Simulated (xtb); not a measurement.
xtb input (GFN2-xTB):

```bash
xtb mol.xyz --gfn 2 --sp --chrg 0 --uhf 0
```
mol.xyz:
```
17

C     -1.89195236     1.97784107     0.80394835
C     -1.19484140     0.71632844     1.31323919
Ge    -0.01079984    -0.08083326    -0.02626114
Cl    -1.24313748    -0.74514285    -1.69843681
Cl     0.89514121    -1.85949555     0.85224102
C      1.42873875     1.03431684    -0.74448897
C      2.36440438     1.55830800     0.34487693
H     -2.49646369     1.76751204    -0.07940766
H     -2.55311975     2.39037758     1.56848984
H     -1.17404001     2.75671152     0.53827592
H     -0.58096670     0.92198739     2.19262241
H     -1.91358803    -0.05396319     1.59437402
H      0.95124671     1.84943750    -1.29224098
H      1.96314641     0.42489148    -1.47386671
H      2.83141279     0.73947258     0.89387766
H      3.16176747     2.16515177    -0.08848795
H      1.83403993     2.18317235     1.06659519
```

End of the output:

```
         :::::::::::::::::::::::::::::::::::::::::::::::::::::
         ::                     SUMMARY                     ::
         :::::::::::::::::::::::::::::::::::::::::::::::::::::
         :: total energy             -24.782963722112 Eh    ::
         :: gradient norm              0.034381343471 Eh/a0 ::
         :: HOMO-LUMO gap              5.899673287318 eV    ::
         ::.................................................::
         :: SCC energy               -24.995015231510 Eh    ::
         :: -> isotropic ES            0.002930548697 Eh    ::
         :: -> anisotropic ES          0.002796986930 Eh    ::
         :: -> anisotropic XC          0.009205372077 Eh    ::
         :: -> dispersion             -0.013729750573 Eh    ::
         :: repulsion energy           0.212051509398 Eh    ::
         :: add. restraining           0.000000000000 Eh    ::
         :: total charge               0.000000000000 e     ::
         :::::::::::::::::::::::::::::::::::::::::::::::::::::

           -------------------------------------------------
          |                Property Printout                |
           -------------------------------------------------

    * Orbital Energies and Occupations

         #    Occupation            Energy/Eh            Energy/eV
      -------------------------------------------------------------
         1        2.0000           -1.0452411             -28.4425
       ...           ...                  ...                  ...
        10        2.0000           -0.5049160             -13.7395
        11        2.0000           -0.5010743             -13.6349
        12        2.0000           -0.4873414             -13.2612
        13        2.0000           -0.4814386             -13.1006
        14        2.0000           -0.4628529             -12.5949
        15        2.0000           -0.4611868             -12.5495
        16        2.0000           -0.4548138             -12.3761
        17        2.0000           -0.4441173             -12.0850
        18        2.0000           -0.4417766             -12.0214
        19        2.0000           -0.4287821             -11.6678
        20        2.0000           -0.4240806             -11.5398
        21        2.0000           -0.4218640             -11.4795
        22        2.0000           -0.4065372             -11.0624 (HOMO)
        23                         -0.1897282              -5.1628 (LUMO)
        24                         -0.1139468              -3.1006
        25                         -0.0814553              -2.2165
        26                         -0.0435220              -1.1843
        27                          0.0271178               0.7379
        28                          0.0294457               0.8013
        29                          0.0302870               0.8242
        30                          0.0306696               0.8346
        31                          0.0309077               0.8410
        32                          0.0309975               0.8435
        33                          0.0347498               0.9456
       ...                                ...                  ...
        53                          1.3095880              35.6357
      -------------------------------------------------------------
                  HL-Gap            0.2168090 Eh            5.8997 eV
             Fermi-level           -0.2981327 Eh           -8.1126 eV

     #   Z          covCN         q      C6AA      α(0)
     1   6 C        3.770    -0.102    22.476     6.756
     2   6 C        3.713    -0.092    22.392     6.762
     3  32 Ge       3.446     0.294   170.017    23.631
     4  17 Cl       0.812    -0.204   105.492    15.712
     5  17 Cl       0.812    -0.204   105.492    15.712
     6   6 C        3.713    -0.092    22.392     6.762
     7   6 C        3.770    -0.102    22.476     6.756
     8   1 H        0.924     0.053     2.289     2.366
     9   1 H        0.924     0.044     2.392     2.419
    10   1 H        0.924     0.040     2.442     2.444
    11   1 H        0.924     0.055     2.262     2.352
    12   1 H        0.925     0.059     2.214     2.327
    13   1 H        0.924     0.055     2.262     2.352
    14   1 H        0.925     0.059     2.214     2.327
    15   1 H        0.924     0.053     2.289     2.366
    16   1 H        0.924     0.044     2.392     2.419
    17   1 H        0.924     0.040     2.442     2.444

 Mol. C6AA /au·bohr⁶  :       4560.052031
 Mol. C8AA /au·bohr⁸  :     168863.649602
 Mol. α(0) /au        :        105.904408

Wiberg/Mayer (AO) data.
largest (>0.10) Wiberg bond orders for each atom

 ---------------------------------------------------------------------------
     #   Z sym  total        # sym  WBO       # sym  WBO       # sym  WBO
 ---------------------------------------------------------------------------
     1   6 C    3.995 --     2 C    1.021    10 H    0.984     8 H    0.982
                             9 H    0.981
     2   6 C    3.996 --     1 C    1.021    11 H    0.959    12 H    0.957
                             3 Ge   0.800     6 C    0.115
     3  32 Ge   3.891 --     4 Cl   1.064     5 Cl   1.064     6 C    0.800
                             2 C    0.800
     4  17 Cl   1.277 --     3 Ge   1.064
     5  17 Cl   1.277 --     3 Ge   1.064
     6   6 C    3.996 --     7 C    1.021    13 H    0.959    14 H    0.957
                             3 Ge   0.800     2 C    0.115
     7   6 C    3.995 --     6 C    1.021    17 H    0.984    15 H    0.982
                            16 H    0.981
     8   1 H    0.997 --     1 C    0.982
     9   1 H    0.994 --     1 C    0.981
    10   1 H    0.998 --     1 C    0.984
    11   1 H    0.997 --     2 C    0.959
    12   1 H    0.997 --     2 C    0.957
    13   1 H    0.997 --     6 C    0.959
    14   1 H    0.997 --     6 C    0.957
    15   1 H    0.997 --     7 C    0.982
    16   1 H    0.994 --     7 C    0.981
    17   1 H    0.998 --     7 C    0.984
 ---------------------------------------------------------------------------

Topologies differ in total number of bonds
Writing topology from bond orders to xtbtopo.mol
Note: The following floating-point exceptions are signalling: IEEE_UNDERFLOW_FLAG IEEE_DENORMAL
normal termination of xtb

molecular dipole:
                 x           y           z       tot (Debye)
 q only:        0.176       1.314       0.427
   full:        0.190       1.425       0.463       3.839
molecular quadrupole (traceless):
                xx          xy          yy          xz          yz          zz
 q only:        2.314       0.879      -1.225      -4.033       0.596      -1.090
  q+dip:        1.718       1.296      -0.623      -4.755       0.945      -1.096
   full:        1.869       1.461      -0.600      -5.284       1.103      -1.269

           -------------------------------------------------
          | TOTAL ENERGY              -24.782963722112 Eh   |
          | GRADIENT NORM               0.034381343471 Eh/α |
          | HOMO-LUMO GAP               5.899673287318 eV   |
           -------------------------------------------------

------------------------------------------------------------------------
------------------------------------------------------------------------
 total:
 SCF:
```
